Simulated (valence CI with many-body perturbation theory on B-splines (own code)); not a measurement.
La24+: electric-dipole lines

Computed by relativistic CI+MBPT: five valence electrons over a frozen Dirac-Fock core [Ar] 3d10, radial functions for each j: 11 s, 11 p, 10 d, 8 f, 5 g, 2 h, with the one-electron correlation potential Σ1, the two-electron term Σ2, the three-electron term Σ3, Breit, model QED; selected CI, second order for the rest, scaled by the run's own slope (own B-spline code, finite nucleus).

No measured levels were compared; by estimate levels hold to about 250 cm⁻¹ or 0.2 % of their energy and the worst to 1 %, as in measured heavy ions of charge 2 to 7; those with d or f electrons hold less well. Among the levels kept, up to 2200 cm⁻¹ of a level comes from second order outside the variational space, and about a tenth of that is noise between levels of different J, which matters for small intervals.

Lines 151 to 200 of 552 in falling wavelength, among levels below 2057600 cm⁻¹, chosen from the strongest by gf and those to the six lowest levels. Wavelengths and rates use the calculated energies, so an error of 2000 cm⁻¹ moves a line at 12.54 nm by 0.25 % and its rate by three times that or more. Electric multipoles are in the length gauge with retardation, E1 and E2 with the static RPA response of the core. Weak lines are less certain than strong ones. Lines between different terms over intervals too small for the method are left out, as are lines whose strength nearly cancels. Where a level lies close to another of its J and parity, the split of strength between their lines is uncertain. The highest levels of a list are the least certain.

Levels are named by their leading jj configuration (3d3/2^4 stands for four electrons in 3d with j = 3/2), which in mixed levels can hold well under half, so a name can repeat and another be missing. Letters in brackets count levels of one name in rising energy.

```csv
λ vac (nm),Upper,Lower,A (s⁻¹),log gf,Branch %
12.54,(4s 4p1/2 4p3/2^2 4d5/2) J=5/2 [e],(4s^2 4p1/2 4p3/2 4d3/2) J=5/2 [a],1.71e+10,-0.62,23.0
12.53,(4s 4p1/2 4p3/2^3) J=3/2 [a],(4s^2 4p1/2^2 4p3/2) J=3/2,2.61e+10,-0.61,50.4
12.52,(4s^2 4p3/2 4d5/2^2) J=11/2,(4s^2 4p3/2^2 4d5/2) J=9/2,1.66e+10,-0.33,17.7
12.51,(4s 4p1/2^2 4p3/2 4d3/2) J=3/2 [b],(4s 4p1/2^2 4p3/2^2) J=5/2,5.39e+09,-1.30,18.6
12.43,(4s^2 4p3/2 4d5/2^2) J=9/2,(4s^2 4p3/2^2 4d3/2) J=7/2,1.49e+10,-0.46,4.1
12.39,(4s^2 4p3/2^2 4d3/2) J=5/2,(4s^2 4p3/2^3) J=3/2,8.92e+09,-0.91,2.0
12.36,(4s^2 4p3/2 4d3/2 4d5/2) J=7/2 [c],(4s^2 4p3/2^2 4d3/2) J=7/2,1.65e+10,-0.52,2.4
12.36,(4s 4p1/2 4p3/2^2 4d5/2) J=3/2 [d],(4s^2 4p1/2 4p3/2 4d3/2) J=5/2 [a],2.13e+10,-0.71,8.3
12.36,(4s 4p1/2 4p3/2^2 4d3/2) J=1/2 [e],(4s^2 4p1/2 4p3/2 4d3/2) J=3/2 [b],6.83e+10,-0.50,14.4
12.31,(4s^2 4p1/2 4p3/2 4d5/2) J=5/2 [a],(4s^2 4p1/2 4p3/2^2) J=5/2,1.43e+10,-0.71,10.3
12.24,(4s^2 4p3/2 4d3/2 4d5/2) J=5/2 [b],(4s^2 4p3/2^2 4d3/2) J=7/2,1.47e+10,-0.70,3.5
12.23,(4s^2 4p1/2 4p3/2 4f5/2) J=5/2 [b],(4s^2 4p1/2 4p3/2 4d5/2) J=5/2 [b],1.29e+10,-0.76,5.2
12.23,(4s 4p1/2^2 4p3/2 4d5/2) J=5/2 [a],(4s 4p1/2^2 4p3/2^2) J=5/2,2.74e+10,-0.43,71.9
12.22,(4s^2 4p1/2 4p3/2 4d3/2) J=1/2 [b],(4s^2 4p1/2 4p3/2^2) J=1/2,2.70e+09,-1.92,0.7
12.19,(4s^2 4p1/2^2 4f5/2) J=5/2 [a],(4s 4p1/2 4p3/2^3) J=3/2 [b],1.31e+10,-0.76,7.1
12.17,(4s^2 4p1/2 4p3/2 4d5/2) J=3/2 [a],(4s^2 4p1/2 4p3/2^2) J=5/2,3.24e+10,-0.54,12.5
12.16,(4s 4p1/2 4p3/2^3) J=5/2,(4s^2 4p1/2^2 4p3/2) J=3/2,8.85e+09,-0.93,32.7
12.11,(4s^2 4p3/2 4d3/2 4d5/2) J=7/2 [d],(4s^2 4p3/2^2 4d3/2) J=7/2,2.77e+10,-0.31,12.3
12.09,(4s 4p3/2^4) J=1/2,(4s^2 4p1/2 4p3/2^2) J=1/2,9.12e+09,-1.40,10.0
12.07,(4s 4p3/2^3 4d5/2) J=9/2 [b],(4s^2 4p1/2 4p3/2 4d5/2) J=9/2,3.39e+10,-0.13,37.1
12.07,(4s^2 4p1/2 4d3/2 4d5/2) J=7/2,(4s^2 4p1/2 4p3/2 4d3/2) J=7/2,1.69e+10,-0.53,14.0
12.04,(4s 4p1/2 4p3/2^2 4d5/2) J=3/2 [c],(4s 4p1/2 4p3/2^3) J=1/2,3.64e+10,-0.50,12.5
12.04,(4s^2 4p1/2 4d5/2^2) J=5/2,(4s^2 4p1/2 4p3/2 4d5/2) J=7/2 [b],6.34e+10,-0.08,20.3
12.00,(4s^2 4p3/2 4d5/2^2) J=5/2,(4s^2 4p3/2^2 4d3/2) J=3/2 [a],1.63e+10,-0.68,4.7
12.00,(4s^2 4p1/2^2 4d5/2) J=5/2,(4s^2 4p1/2^2 4p3/2) J=3/2,4.43e+10,-0.24,88.4
11.97,(4s^2 4p1/2 4p3/2 4f5/2) J=7/2 [a],(4s^2 4p1/2 4p3/2 4d3/2) J=5/2 [b],1.27e+10,-0.66,3.7
11.96,(4s 4p3/2^3 4d5/2) J=9/2 [a],(4s^2 4p1/2 4p3/2 4d3/2) J=7/2,1.63e+10,-0.46,41.0
11.95,(4s 4p1/2 4p3/2^2 4d3/2) J=5/2 [b],(4s^2 4p1/2^2 4d3/2) J=3/2,1.38e+10,-0.75,4.5
11.94,(4s^2 4p3/2 4d3/2^2) J=5/2,(4s^2 4p3/2^2 4d3/2) J=5/2,1.38e+10,-0.75,1.9
11.93,(4s^2 4p3/2 4d3/2 4d5/2) J=1/2,(4s^2 4p3/2^2 4d3/2) J=3/2 [a],7.65e+10,-0.49,13.9
11.93,(4s^2 4p3/2 4d3/2 4d5/2) J=7/2 [c],(4s^2 4p3/2^2 4d3/2) J=5/2,1.88e+10,-0.49,2.7
11.90,(4s^2 4p1/2 4p3/2 4d5/2) J=5/2 [a],(4s^2 4p1/2 4p3/2^2) J=3/2,3.60e+10,-0.34,26.1
11.90,(4s^2 4p1/2 4d5/2^2) J=5/2,(4s^2 4p1/2 4p3/2 4d3/2) J=5/2 [b],2.64e+10,-0.47,8.5
11.89,(4s^2 4p1/2 4p3/2 4f7/2) J=9/2 [a],(4s^2 4p1/2 4p3/2 4d5/2) J=7/2 [b],1.27e+10,-0.57,4.7
11.88,(4s 4p1/2 4p3/2^2 4d5/2) J=5/2 [c],(4s^2 4p1/2^2 4d5/2) J=5/2,2.36e+10,-0.52,17.8
11.87,(4s^2 4p1/2 4d5/2^2) J=9/2,(4s^2 4p1/2 4p3/2 4d5/2) J=9/2,1.60e+10,-0.47,32.4
11.83,(4s^2 4p1/2 4d5/2^2) J=3/2,(4s^2 4p1/2 4p3/2 4d3/2) J=3/2 [b],2.36e+10,-0.70,6.3
11.82,(4s 4p1/2^2 4p3/2 4d3/2) J=5/2 [b],(4s 4p1/2^2 4p3/2^2) J=5/2,3.73e+08,-2.33,0.9
11.81,(4s^2 4p1/2 4d5/2^2) J=3/2,(4s^2 4p1/2 4p3/2 4d3/2) J=1/2 [b],2.80e+10,-0.63,7.4
11.81,(4s 4p1/2^2 4p3/2 4d5/2) J=3/2,(4s 4p1/2^2 4p3/2^2) J=1/2,5.27e+10,-0.36,48.4
11.79,(4s^2 4p1/2 4p3/2 4d3/2) J=5/2 [b],(4s^2 4p1/2 4p3/2^2) J=5/2,6.97e+10,-0.06,18.4
11.77,(4s 4p1/2 4p3/2^2 4d5/2) J=3/2 [b],(4s 4p1/2 4p3/2^3) J=5/2,1.01e+11,-0.08,37.3
11.77,(4s^2 4p3/2 4d5/2^2) J=7/2,(4s^2 4p3/2^2 4d5/2) J=9/2,1.15e+11,0.28,42.8
11.77,(4s^2 4p1/2 4d3/2 4d5/2) J=5/2 [a],(4s^2 4p1/2 4p3/2 4d3/2) J=7/2,3.29e+10,-0.39,13.4
11.77,(4s^2 4p1/2 4p3/2 4d5/2) J=3/2 [a],(4s^2 4p1/2 4p3/2^2) J=3/2,7.03e+10,-0.23,27.1
11.77,(4s^2 4p3/2 4d3/2 4d5/2) J=1/2,(4s^2 4p3/2^2 4d3/2) J=1/2,4.00e+10,-0.78,7.3
11.77,(4s^2 4p1/2 4d3/2 4d5/2) J=7/2,(4s^2 4p1/2 4p3/2 4d3/2) J=5/2 [a],2.23e+10,-0.43,18.5
11.73,(4s^2 4p3/2 4d3/2 4d5/2) J=5/2 [b],(4s^2 4p3/2^2 4d3/2) J=3/2 [a],2.43e+10,-0.52,5.7
11.73,(4s 4p1/2 4p3/2^2 4d5/2) J=3/2 [a],(4s 4p1/2 4p3/2^3) J=3/2 [a],2.55e+10,-0.68,11.5
11.73,(4s 4p1/2 4p3/2^2 4d5/2) J=3/2 [d],(4s 4p1/2 4p3/2^3) J=3/2 [b],3.64e+10,-0.52,14.1
```
